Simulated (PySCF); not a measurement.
One of the candidates below gave these computed data.

All candidates are C4H11B.

| technique | computed result |
| --- | --- |
| 1H NMR | chemical shifts (computed TMS as zero) by class: 7.93 (2 H), 1.91 (2 H), 1.75 (1 H), 1.01 (6 H) ppm [GIAO PBE0/pcSseg-1] |
| 13C NMR | chemical shifts (computed TMS as zero) by class: 44.9 (1 C), 26.4 (1 C), 24.2 (2 C) ppm [GIAO PBE0/pcSseg-1] |
| Triplet | lowest triplet excitation (Tamm–Dancoff): 5.10 eV [TDA CAM-B3LYP/def2-SVPD] |
| Couplings | largest of the computed one-bond spin–spin couplings (means over like bonds): 11B–1H +133.4 (×2), 13C–1H +131.4 (×6), 13C–1H +131.2, 13C–1H +115.9 (×2), 13C–11B +51.7, 13C–13C +36.9, 13C–13C +36.6 (×2) Hz [B3LYP/pcJ-1, spin–dipole term left out for some pairs] |
| Dipole | 0.76 D [CAM-B3LYP/def2-SVPD] |
| XPS | B1s 196.1, C1s 290.1, C1s 290.4 (×2), C1s 290.5 eV [ΔSCF SCAN, pcX-2 on the ionised atom, pcseg-1 elsewhere, spin-free X2C] |
| Rotational structure | rotational constants A, B, C: 6.220, 3.812, 3.102 GHz [PBE0-D3(BJ)/def2-SVP] |
| NMR, other nuclei | isotropic shieldings of nuclei other than C and H, by class: 10 (1 B) ppm [GIAO PBE0/pcSseg-1] |

The electronic properties come from PySCF, for the isolated species, density fitting. Levels stand in brackets. One conformer (not necessarily the lowest) at the PBE0-D3(BJ)/def2-SVP geometry, without solvent, vibrations or thermal averaging. NMR values are class means; diastereotopic atoms form classes of their own.

Question: Which candidate is it?
A. `CCB(C)C` (BMe2Et)
B. `[H]B([H])CC(C)C` (BH2(iBu))
C. `[H]B(CC)CC` (BEt2H)

Answer: B. It is `[H]B([H])CC(C)C`. 4 carbons fall into 3 classes; from least to most shielded: carbon bonded to B, C and 2 H (44.9 ppm), carbon bonded to 3 C and H (26.4 ppm), carbon bonded to C and 3 H (24.2 ppm, 2 C). Hydrogen classes from least to most shielded: 2 H on a boron bonded to C and 2 H (7.93 ppm), 2 H on a carbon bonded to B, C and 2 H (1.91 ppm), 1 H on a carbon bonded to 3 C and H (1.75 ppm), 6 H on 2 like atoms (carbon bonded to C and 3 H) (1.01 ppm). The other shieldings belong to: 10 ppm, boron bonded to C and 2 H. The couplings run between: +133.4 Hz, boron bonded to C and 2 H and its hydrogen (with 1 like pair); +131.4 Hz, carbon bonded to C and 3 H and its hydrogen (with 5 like pairs); +131.2 Hz, carbon bonded to 3 C and H and its hydrogen; +115.9 Hz, carbon bonded to B, C and 2 H and its hydrogen (with 1 like pair); +51.7 Hz, carbon bonded to B, C and 2 H and boron bonded to C and 2 H; +36.9 Hz, carbon bonded to B, C and 2 H and carbon bonded to 3 C and H; +36.6 Hz, carbon bonded to 3 C and H and carbon bonded to C and 3 H (with 1 like pair). The core levels belong to: B1s 196.1 eV, boron bonded to C and 2 H; C1s 290.1 eV, carbon bonded to B, C and 2 H; C1s 290.4 eV, carbon bonded to C and 3 H; C1s 290.5 eV, carbon bonded to 3 C and H. The hole state at 196.1 eV has ⟨S²⟩ = 0.83 against 0.75, so that value is less sure. By its constants the optimised geometry is an asymmetric top.

The others, at the same levels:
- `[H]B(CC)CC` fails: its computed core binding energies are B1s 195.5, C1s 289.9 (×2), C1s 290.7 (×2) eV, rotational constant A is 12.731 GHz (against 6.220 GHz) and smallest rotational constant is 2.083 GHz (against 3.102 GHz).
- `CCB(C)C` fails: its computed core binding energies are B1s 195.4, C1s 289.8, C1s 289.9 (×2), C1s 290.6 eV and smallest rotational constant is 2.569 GHz (against 3.102 GHz).
